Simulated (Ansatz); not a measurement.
# A ladder of methods for CH5AlO2 (SMILES C[Al](O)O)

CH5AlO2 has 9 atoms, charge 0, and is taken as a singlet. As SMILES, `C[Al](O)O`. The shape is that of a PBE0-D4/def2-TZVP optimisation. This is one conformer, not always the lowest.

```xyz
9

C    -0.0251    1.1098   -1.0341
Al   -0.0013   -0.3029    0.2856
O     0.9577   -1.6729   -0.0067
O    -0.9337   -0.1316    1.6941
H    -0.2270    0.7124   -2.0323
H    -0.7806    1.8635   -0.8037
H     0.9458    1.6112   -1.0847
H     1.0483   -2.4223    0.5773
H    -0.9841   -0.7672    2.4045
```

Quantity: the vertical energy of the triplet above the singlet, in eV. The values are calculated.

```csv
level,kind,program,value (eV),less CCSD(T)/def2-SVP,CPU time (all runs)
PBE/def2-SVP,GGA,Ansatz,6.16,-1.32,27 s
revPBE/def2-SVP,GGA,Ansatz,6.19,-1.29,26 s
r2SCAN/def2-SVP,meta-GGA,Ansatz,6.61,-0.87,78 s
B3LYP/def2-SVP,global hybrid,Ansatz,6.72,-0.76,33 s
wB97M-V/def2-SVP,range-separated hybrid,Ansatz,7.46,-0.02,7.3 min
PBE-QIDH/def2-SVP,double hybrid,Ansatz,7.51,+0.03,44 s
RPA@PBE0/def2-SVP,RPA,Ansatz,6.88,-0.60,51 s
MP2/def2-SVP,perturbation theory,Ansatz,7.78,+0.30,14 s
CCSD(T)/def2-SVP,coupled cluster or CI,Ansatz,7.48,0.00,80 s
```

CCSD(T)/def2-SVP is the highest level here, not the true value. The values span 6.16 to 7.78 eV. A triplet this far above the singlet is often a Rydberg-like or dissociative state; sets without diffuse functions put Rydberg states too high. Times are those of the runs behind each value, whatever else they computed, on shared processors of several kinds: orders of magnitude only.
